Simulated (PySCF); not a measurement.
# Reading the logs of faulty runs: AlB2H4N

All numbers below are calculated, not measured. The program is PySCF 2.14.0, an open-source quantum chemistry code, run on an isolated molecule that a program drew, which may never have been made. The molecule is AlB2H4N (charge 0, singlet), drawn as the SMILES string `BN[BH][Al]`.

Each row is a Hartree-Fock (HF) and frozen-core CCSD(T) single point in the cc-pV(D+d)Z basis, meant for a local HF minimum. Run 1 is clean. Each other run has one planted mistake out of seven kinds, and not every kind appears here: one electron removed, one electron added, multiplicity raised by two, geometry at a saddle point, minimal basis STO-3G, one bond length entered in bohr, all coordinates scaled. The reference is restricted for singlets and unrestricted otherwise, and also for a bond in bohr. Adding or removing an electron swaps singlet and doublet. Electrons count all cores. HOMO and LUMO are orbital energies over both spins, the gradient is its largest component, and the lowest frequency (negative if imaginary) is given only where the gradient is small. Bond lengths are over the 7 bonds as drawn. T1 is the CCSD diagnostic: over 0.02 (restricted) or 0.045 (unrestricted) a single reference is doubtful.

Geometry of the clean run:
```xyz
8
AlB2H4N, angstrom
B    -1.4444   -2.9354   -1.9116
N    -0.2105   -2.2767   -2.1105
B     0.5516   -1.5720   -1.1188
Al   -0.1040   -1.3752    1.0319
H    -1.9450   -2.9311   -0.8167
H    -1.9903   -3.4943   -2.8230
H     0.1645   -2.3096   -3.0408
H     1.5853   -1.0869   -1.5339
```

```
run,electrons,basis functions,<S^2>,HOMO (eV),LUMO (eV),gradient (hartree/bohr),lowest frequency (cm^-1),mean bond (Å),longest bond (Å),T1,HF (hartree),CCSD(T) (hartree),mistake
1,34,85,0.000,-6.94,0.71,2.7e-05,125,1.3898,2.257,0.0142,-348.07773,-348.51792,no fault
2,34,85,2.018,-6.08,0.57,1.6e-02,-,1.3898,2.257,0.0352,-348.05709,-348.48226,multiplicity raised by two
3,34,85,0.000,-7.13,0.63,5.4e-02,-,1.4954,2.428,0.0165,-348.04402,-348.49477,all coordinates scaled
4,33,85,0.790,-14.84,-5.32,5.7e-02,-,1.3898,2.257,0.0182,-347.85337,-348.26072,?
5,35,85,0.986,-0.22,6.44,3.7e-02,-,1.3898,2.257,0.0585,-348.06896,-348.52507,?
```

**Which mistake was planted in run 4, and what did it cost?**

It counts 33 electrons, one fewer than the clean run, at the same geometry and basis. So the mistake is: one electron removed. Subtracting run 1 and multiplying by 627.51 kcal/mol a hartree, the energy moved by 140.8 kcal/mol in HF and 161.4 kcal/mol in CCSD(T).

**Which mistake was planted in run 5, and what did it cost?**

It counts 35 electrons, one more than the clean run, at the same geometry and basis. So the mistake is: one electron added. Subtracting run 1 and multiplying by 627.51 kcal/mol a hartree, the energy moved by 5.5 kcal/mol in HF and -4.5 kcal/mol in CCSD(T).

Cautions from the logs. Run 5: T1 is over the limit, so its CCSD(T) energy is less reliable.
